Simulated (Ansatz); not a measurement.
```yaml
crystal:
  periodic: [false, false, false]
  atoms:
    - {symbol: C, position_ang: [-0.599572, 0.782308, 1.841372]}
    - {symbol: O, position_ang: [-0.378540, -0.388586, 0.978088]}
    - {symbol: Al, position_ang: [0.318086, -0.453351, -0.512907]}
    - {symbol: O, position_ang: [0.472278, -2.188157, -1.357210]}
    - {symbol: S, position_ang: [0.642813, 1.112459, -1.933917]}
    - {symbol: H, position_ang: [0.044647, 0.514991, 2.582030]}
    - {symbol: D, position_ang: [-0.387737, 1.616505, 1.344881]}
    - {symbol: H, position_ang: [-1.570236, 0.698461, 2.140222]}
    - {symbol: H, position_ang: [0.713507, -2.361693, -2.192683]}
    - {symbol: H, position_ang: [0.916716, 0.651866, -2.821383]}
basis:
  gaussian: {orbitals: cc-pVTZ-DK}
hamiltonian: {xc: {name: r2SCAN50}, pseudopotentials: {relativity: none}}
scf: {lower_state_search: off}
output: {forces: true}
```

```sh
$ ansatz run in.yaml --threads 4 --pin off --events-out ev --progress --plain --max-ram 10444MiB
```

It prints (some lines left out):

```
Error: YAML parse error: error: line 10 column 16: `D` is not an element symbol (H … Og, case-exact)
 8 |     - {symbol: S, position_ang: [0.642813, 1.112459, -1.933917]}
 9 |     - {symbol: H, position_ang: [0.044647, 0.514991, 2.582030]}
10 |     - {symbol: D, position_ang: [-0.387737, 1.616505, 1.344881]}
11 |     - {symbol: H, position_ang: [-1.570236, 0.698461, 2.140222]}
12 |     - {symbol: H, position_ang: [0.713507, -2.361693, -2.192683]}
```

In this input an element symbol is wrong. The input was rejected before any iteration.
